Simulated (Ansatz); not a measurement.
Steps of a relaxation of AlBH7NSi, SMILES `NB[SiH2][AlH2]` with RKS PBE0-D4/def2-TZVP.

```sh
$ ansatz run in.yaml --threads 2 --pin off --events-out ev --progress --plain --max-ram 4352MiB
```

```yaml
crystal:
  periodic: [false, false, false]
  atoms:
    - {symbol: N, position_ang: [-1.030149, 1.947629, 0.093754]}
    - {symbol: B, position_ang: [0.147094, 1.287629, -0.268309]}
    - {symbol: Si, position_ang: [0.784551, -0.363002, 0.717500]}
    - {symbol: Al, position_ang: [0.158677, -2.329441, -0.612729]}
    - {symbol: H, position_ang: [-1.610190, 1.679505, 0.891309]}
    - {symbol: H, position_ang: [-1.389640, 2.764117, -0.405491]}
    - {symbol: H, position_ang: [0.759628, 1.705540, -1.238502]}
    - {symbol: H, position_ang: [2.280524, -0.331224, 0.927946]}
    - {symbol: H, position_ang: [0.132500, -0.477096, 2.082471]}
    - {symbol: H, position_ang: [1.160220, -3.006071, -1.671882]}
    - {symbol: H, position_ang: [-1.327915, -2.934586, -0.495367]}
basis:
  gaussian: {orbitals: def2-TZVP}
hamiltonian: {xc: pbe0, dispersion: d4}
relax: {f_tol: 0.005, max_steps: 150}
```

Positions (Å) and forces (eV/Å) along the path, 11 of 18 steps:

```xyz
11
step=1 energy=-16747.3354 eV
N    -1.030    1.948    0.094   -0.229    0.147    0.066
B     0.147    1.288   -0.268   -0.093    0.250   -0.143
Si    0.785   -0.363    0.718    0.087    0.019    0.219
Al    0.159   -2.329   -0.613   -0.064   -0.117   -0.109
H    -1.610    1.680    0.891    0.405    0.165   -0.521
H    -1.390    2.764   -0.405    0.243   -0.536    0.309
H     0.760    1.706   -1.239   -0.257   -0.138    0.368
H     2.281   -0.331    0.928   -0.305    0.012   -0.041
H     0.133   -0.477    2.082    0.138    0.039   -0.279
H     1.160   -3.006   -1.672   -0.123    0.085    0.141
H    -1.328   -2.935   -0.495    0.199    0.074   -0.010
11
step=3 energy=-16747.3623 eV
N    -1.018    1.944    0.097   -0.023   -0.022   -0.020
B     0.139    1.276   -0.274    0.038    0.049    0.052
Si    0.775   -0.362    0.712   -0.035   -0.048   -0.037
Al    0.157   -2.326   -0.613    0.010    0.010    0.016
H    -1.598    1.666    0.871    0.011    0.020    0.048
H    -1.358    2.763   -0.380   -0.015   -0.016   -0.033
H     0.737    1.695   -1.225    0.020    0.007   -0.018
H     2.252   -0.324    0.920    0.013    0.018   -0.003
H     0.131   -0.465    2.059   -0.009    0.008    0.016
H     1.156   -2.992   -1.655    0.010   -0.011   -0.018
H    -1.308   -2.932   -0.491   -0.021   -0.014   -0.003
11
step=4 energy=-16747.3640 eV
N    -1.020    1.942    0.096   -0.015    0.006    0.013
B     0.145    1.282   -0.267   -0.003    0.010   -0.003
Si    0.775   -0.363    0.713   -0.003    0.000   -0.002
Al    0.156   -2.327   -0.615   -0.001    0.007   -0.001
H    -1.586    1.679    0.886    0.008    0.001   -0.010
H    -1.373    2.747   -0.397    0.011   -0.013    0.001
H     0.742    1.697   -1.222    0.000   -0.004   -0.002
H     2.252   -0.322    0.922    0.002    0.000    0.002
H     0.130   -0.465    2.060   -0.001    0.001    0.003
H     1.154   -2.993   -1.659    0.005   -0.002   -0.003
H    -1.311   -2.934   -0.495   -0.004   -0.006    0.002
11
step=6 energy=-16747.3641 eV
N    -1.019    1.944    0.097    0.003   -0.004    0.000
B     0.145    1.282   -0.267    0.004   -0.001   -0.001
Si    0.773   -0.363    0.713   -0.002    0.001    0.002
Al    0.156   -2.327   -0.616    0.000   -0.003    0.000
H    -1.584    1.683    0.888   -0.003   -0.002    0.006
H    -1.371    2.747   -0.397   -0.001    0.008   -0.005
H     0.739    1.694   -1.225   -0.001   -0.001   -0.001
H     2.251   -0.323    0.923   -0.001   -0.001    0.000
H     0.127   -0.464    2.061    0.000    0.000   -0.002
H     1.157   -2.991   -1.660   -0.002    0.003    0.001
H    -1.309   -2.940   -0.495    0.004    0.000    0.000
11
step=7 energy=-16747.3641 eV
N    -1.017    1.948    0.099    0.012   -0.006   -0.008
B     0.143    1.282   -0.269    0.007   -0.007    0.001
Si    0.770   -0.364    0.712   -0.003    0.000    0.003
Al    0.157   -2.328   -0.617    0.000   -0.006    0.000
H    -1.580    1.690    0.893   -0.007   -0.001    0.009
H    -1.368    2.751   -0.397   -0.007    0.012   -0.003
H     0.736    1.690   -1.229   -0.002    0.000    0.000
H     2.247   -0.325    0.924   -0.002    0.001   -0.001
H     0.123   -0.464    2.060    0.000    0.000   -0.003
H     1.160   -2.987   -1.662   -0.004    0.004    0.002
H    -1.305   -2.949   -0.494    0.006    0.002   -0.001
11
step=8 energy=-16747.3642 eV
N    -1.014    1.955    0.102    0.022   -0.008   -0.016
B     0.139    1.281   -0.271    0.006   -0.011    0.003
Si    0.763   -0.365    0.712   -0.003   -0.004    0.005
Al    0.160   -2.333   -0.617   -0.003   -0.005   -0.005
H    -1.573    1.704    0.900   -0.008    0.001    0.009
H    -1.362    2.758   -0.395   -0.014    0.014    0.001
H     0.728    1.681   -1.237   -0.004    0.002    0.002
H     2.241   -0.327    0.926   -0.002    0.003   -0.001
H     0.115   -0.464    2.059    0.001    0.000   -0.004
H     1.165   -2.979   -1.668   -0.006    0.004    0.005
H    -1.297   -2.967   -0.492    0.009    0.003    0.001
11
step=10 energy=-16747.3643 eV
N    -1.009    1.964    0.105    0.016   -0.003   -0.011
B     0.136    1.278   -0.274   -0.007   -0.002    0.003
Si    0.754   -0.368    0.713   -0.002   -0.002    0.001
Al    0.163   -2.338   -0.618   -0.004   -0.004   -0.002
H    -1.564    1.723    0.909    0.004    0.005   -0.010
H    -1.354    2.769   -0.393   -0.008   -0.002    0.012
H     0.720    1.668   -1.246   -0.003    0.000    0.005
H     2.231   -0.328    0.930    0.001    0.002    0.001
H     0.103   -0.465    2.058    0.000    0.000   -0.001
H     1.169   -2.966   -1.679   -0.003    0.002    0.002
H    -1.283   -2.994   -0.484    0.006    0.003    0.000
11
step=15 energy=-16747.3644 eV
N    -1.003    1.970    0.103    0.000   -0.004    0.004
B     0.136    1.275   -0.276    0.000    0.003   -0.002
Si    0.745   -0.371    0.716    0.001    0.001    0.000
Al    0.163   -2.342   -0.618   -0.001   -0.001    0.000
H    -1.558    1.733    0.909   -0.002   -0.001    0.003
H    -1.345    2.777   -0.394    0.001    0.003   -0.004
H     0.721    1.661   -1.250    0.001   -0.002    0.001
H     2.222   -0.330    0.939   -0.001    0.000    0.000
H     0.089   -0.464    2.059    0.000    0.000   -0.001
H     1.161   -2.938   -1.705   -0.002    0.001    0.001
H    -1.265   -3.028   -0.461    0.002    0.000   -0.001
11
step=16 energy=-16747.3644 eV
N    -1.003    1.970    0.102    0.002   -0.006    0.002
B     0.137    1.275   -0.276    0.000    0.002   -0.001
Si    0.745   -0.371    0.716    0.000    0.000    0.002
Al    0.163   -2.342   -0.617    0.000   -0.001   -0.004
H    -1.559    1.733    0.907   -0.003   -0.001    0.004
H    -1.344    2.777   -0.395    0.000    0.005   -0.005
H     0.724    1.661   -1.249    0.001   -0.001    0.000
H     2.221   -0.331    0.940   -0.002    0.000   -0.001
H     0.088   -0.464    2.059    0.001    0.001    0.000
H     1.157   -2.932   -1.710   -0.001    0.000    0.001
H    -1.262   -3.034   -0.456    0.002    0.002    0.002
11
step=17 energy=-16747.3644 eV
N    -1.003    1.970    0.101    0.001   -0.003    0.000
B     0.138    1.276   -0.275    0.000   -0.001    0.000
Si    0.745   -0.371    0.717    0.000    0.003    0.000
Al    0.162   -2.340   -0.618    0.002   -0.006    0.002
H    -1.560    1.732    0.904   -0.002   -0.001    0.004
H    -1.344    2.776   -0.397    0.000    0.004   -0.003
H     0.727    1.662   -1.247    0.001    0.000    0.000
H     2.221   -0.332    0.942   -0.002   -0.001   -0.001
H     0.088   -0.464    2.060    0.001   -0.001   -0.001
H     1.153   -2.928   -1.715   -0.001    0.003    0.000
H    -1.260   -3.037   -0.451    0.000    0.003    0.000
11
step=18 energy=-16747.3644 eV
N    -1.003    1.969    0.100    0.001   -0.002    0.000
B     0.138    1.276   -0.275   -0.001   -0.002   -0.001
Si    0.745   -0.371    0.718    0.002    0.001    0.000
Al    0.162   -2.340   -0.617   -0.002    0.000    0.000
H    -1.561    1.731    0.904   -0.001    0.000    0.002
H    -1.344    2.775   -0.398    0.000    0.002   -0.002
H     0.727    1.661   -1.246    0.001    0.000    0.000
H     2.221   -0.332    0.942   -0.001    0.000    0.000
H     0.088   -0.464    2.060    0.000   -0.001   -0.001
H     1.152   -2.927   -1.717    0.000    0.001    0.001
H    -1.261   -3.035   -0.450    0.001    0.000   -0.001
```

It took 2.3 min on 2 threads of an Arm Neoverse N1 on a shared host, with 0.41 GiB of host memory at the peak.
